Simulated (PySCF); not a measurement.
C3H5, SMILES C(=C)[CH2] (connectivity only; charge and spin as stated), charge +1, multiplicity 1. Coordinates come from a PBE0-D3(BJ)/def2-TZVP optimisation. The multiplicity is an assumed one; other spin states were not compared. The isomer is the one that the SMILES or the coordinates give; other isomers of the formula were not compared.

TDA-B3LYP/def2-SVPD run with PySCF puts the lowest singlet excitations at 5.05, 5.47, 6.57, 7.14, 8.27, 9.68 eV.

What are the lowest excitation roots from ADC(2)/aug-cc-pVDZ in PySCF? (Estimate from the structure and the level; the computed values follow.)

5.44, 5.72, 6.00, 7.70, 9.05, 10.49 eV. S1 differs by 0.39 eV (second minus first; roots are paired by order, and the bases may differ).
